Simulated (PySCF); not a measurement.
# Computed properties of Nb(S)(F)(NH2)2 (FH₄N₂NbS), SMILES [NH2][Nb](=[S])([F])[NH2], multiplicity 1

Nb(S)(F)(NH2)2 (FH4N2NbS), SMILES [NH2][Nb]([NH2])([F])=[S], multiplicity 1. Coordinates come from a r2SCAN-D4/def2-SVP optimisation. The multiplicity is an assumed one; no other spin state was optimised. The structure was generated by enumeration; whether it is a known compound was not checked. The def2 effective core potentials stand for the cores of Nb; spin–orbit coupling is left out. One conformer was computed; it need not be the lowest. All values are computed for the isolated molecule unless a solvent is named; none is compared with measurement here.

**Structure.** The optimised structure has Cs symmetry. All 21 harmonic modes at r2SCAN-D4/def2-SVP (PySCF) are real, so it is a minimum. With heavy atoms numbered as in [Nb:1](=[S:2])([F:3])([NH2:4])[NH2:7], the shortest bond between them is Nb1–F3 at 1.884 Å and the longest Nb1–S2 at 2.158 Å.

**Vibrations.** The strongest infrared lines (harmonic, unscaled, degenerate partners summed) lie at 509 cm⁻¹ (154 km/mol, H 64 %, N 18 %, S 15 %), 685 cm⁻¹ (140 km/mol, F 62 %, Nb 17 %, N 14 %), 700 cm⁻¹ (133 km/mol, N 65 %, Nb 21 %, H 13 %). The softest mode is at 156 cm⁻¹ and the zero-point energy is 33.5 kcal/mol.

**Electronic structure.** ωB97X/def2-TZVP (PySCF) places the frontier levels at -9.85 and 0.25 eV, a gap of 10.10 eV, and gives a dipole moment of 4.44 D and a mean polarisability of 75.5 bohr³. PBE/def2-TZVP (PySCF) at the same geometry gives -6.37 and -2.57 eV, so its gap is 6.30 eV narrower. An orbital gap is neither the optical nor the fundamental gap.

**Excitations.** TDA-PBE0/def2-SVPD (PySCF) has S1 at 3.99 eV (311 nm, f = 0.000, dark); the most intense of the 10 singlets computed lies at 5.39 eV (f = 0.03). T1 (TDA) is at 3.40 eV, 0.59 eV under S1. TDA-PBE/def2-SVPD (PySCF) puts S1 at 3.86 eV. No vertical singlet excitation falls in the visible range (under 3.1 eV).
